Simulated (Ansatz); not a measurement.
Results of the Gaussian-basis code of Ansatz.

`C=[CH][Sn]([Cl])([Cl])[Cl]` at its PBE0-D4/def2-TZVP geometry, where that method's forces vanish. The species carries charge 0 and has multiplicity 1. Sn: def2 effective core potential.

| atom | x (Å) | y (Å) | z (Å) |
| --- | --- | --- | --- |
| C1 | -0.438 | -1.481 | -0.758 |
| C2 | -0.746 | -0.207 | -0.564 |
| Sn3 | 0.473 | 1.016 | 0.635 |
| Cl4 | 1.355 | 2.817 | -0.505 |
| Cl5 | 2.243 | -0.231 | 1.441 |
| Cl6 | -0.637 | 1.903 | 2.453 |
| H7 | 0.439 | -1.943 | -0.316 |
| H8 | -1.062 | -2.120 | -1.376 |
| H9 | -1.626 | 0.246 | -1.010 |

(1) For each bond, give half the difference of the two atoms' forces along it (eV/Å; positive pushes the atoms apart) under PBE-D4, r2SCAN-D4, B3LYP-D4, ωB97M-V in def2-TZVPP. (An estimate is asked.)

## Answers

(1) The calculation gave: 
```json
{"bond": "C1–C2", "length (Å)": "1.325", "PBE-D4": "0.27", "r2SCAN-D4": "0.13", "B3LYP-D4": "0.06", "ωB97M-V": "0.10"}
{"bond": "C1–H7", "length (Å)": "1.086", "PBE-D4": "0.02", "r2SCAN-D4": "-0.06", "B3LYP-D4": "-0.08", "ωB97M-V": "-0.05"}
{"bond": "C1–H8", "length (Å)": "1.087", "PBE-D4": "0.04", "r2SCAN-D4": "-0.04", "B3LYP-D4": "-0.08", "ωB97M-V": "-0.09"}
{"bond": "C2–Sn3", "length (Å)": "2.102", "PBE-D4": "-0.05", "r2SCAN-D4": "0.02", "B3LYP-D4": "0.06", "ωB97M-V": "-0.06"}
{"bond": "C2–H9", "length (Å)": "1.085", "PBE-D4": "0.00", "r2SCAN-D4": "-0.07", "B3LYP-D4": "-0.14", "ωB97M-V": "-0.07"}
{"bond": "Sn3–Cl4", "length (Å)": "2.307", "PBE-D4": "0.21", "r2SCAN-D4": "0.07", "B3LYP-D4": "0.19", "ωB97M-V": "-0.02"}
{"bond": "Sn3–Cl5", "length (Å)": "2.310", "PBE-D4": "0.23", "r2SCAN-D4": "0.06", "B3LYP-D4": "0.20", "ωB97M-V": "-0.03"}
{"bond": "Sn3–Cl6", "length (Å)": "2.307", "PBE-D4": "0.21", "r2SCAN-D4": "0.07", "B3LYP-D4": "0.19", "ωB97M-V": "-0.02"}
```

B3LYP here is the variant with VWN-RPA as its local correlation; programs differ in this.
